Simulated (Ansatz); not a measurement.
CH3FZn can be A, `F[CH2][ZnH]`, or B, `[CH3][Zn][F]`.

Gas-phase electronic energies from Ansatz, PBE0-D4/def2-TZVP geometries. CBS: MP2 limit from def2 TZ/QZ plus the TZ coupled-cluster correction, frozen cores. DFT in def2-TZVPP. For Zn outer-core shells are correlated without core-valence functions, which leaves a few kJ/mol of doubt a bond. Scalar relativity is left out up to krypton.

(1) Which isomer does CCSD(T)/CBS put lower? Give the gap. (Estimate.)

(2) Give E(B) − E(A) in kJ/mol with CCSD(T)/def2-TZVPP, HF/def2-TZVPP, PBE0-D4, BLYP-D4, ωB97M-V, r2SCAN-D4, MP2/def2-TZVPP. (An estimate is asked.)

(3) Does the order hold for the free energy at 298.15 K (harmonic terms from PBE0-D4)? (An estimate is asked.)

Largest T1 diagnostic: 0.016.

Answers

(1) Ansatz gave: B, by 216.4 kJ/mol.

(2) Ansatz gave: CCSD(T)/def2-TZVPP -207.1, HF/def2-TZVPP -201.0, PBE0-D4 -199.9, BLYP-D4 -197.4, ωB97M-V -200.2, r2SCAN-D4 -206.3, MP2/def2-TZVPP -220.7. None reverses the order clearly.

(3) Computed: Yes: G(B) − G(A) = -206.2 kJ/mol.

In def2-TZVPP, CCSD(T) changes the Hartree–Fock value by −6.1 kJ/mol (the triples alone add +0.1 kJ/mol) and MP2 by −19.7 kJ/mol. Leaving LDA and LC-ωPBE aside and taking each functional with its dispersion term where it has one, the values, not all of them listed here, spread over 15.7 kJ/mol, from PBE-QIDH to revPBE-D4.
